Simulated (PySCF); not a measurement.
# Worked example: oscillator strength and radiative lifetime

Hf(H)3(SH) (H₄HfS), SMILES [HfH3][SH], multiplicity 1.

Geometry: PBE0-D3(BJ)/def2-TZVP. The spin state was assumed, not searched. The def2 effective core potentials stand for the cores of Hf; spin–orbit coupling is left out.

TDA-LC-ωPBE/def2-TZVPD (PySCF) puts the first singlet state with f over 0.02 at 5.31 eV (vertical), with the transition dipole (0.016, -0.493, 0.000) in atomic units.

### Question
Find the oscillator strength, the wavelength and the radiative lifetime that this transition would have in vacuum if emission retraced absorption.

### Answer

|μ|² = 0.2433 au, so |μ| = 1.25 D. ΔE = 5.31/27.211 = 0.1951 hartree. f = (2/3) ΔE |μ|² = 0.032 (the program prints 0.032).
λ = 1239.84/5.31 = 233 nm; ν = 42828 cm⁻¹.
Einstein's coefficient A = 0.6670 ν² f s⁻¹ (ν in cm⁻¹) = 3.9e7 s⁻¹, so τ = 1/A = 26 ns. This state is S4; the lower singlets have f = 0.001, 0.002, 0.003. The figure is the radiative limit of this one transition; relaxation, internal conversion, crossing to triplets and a medium change what is measured.
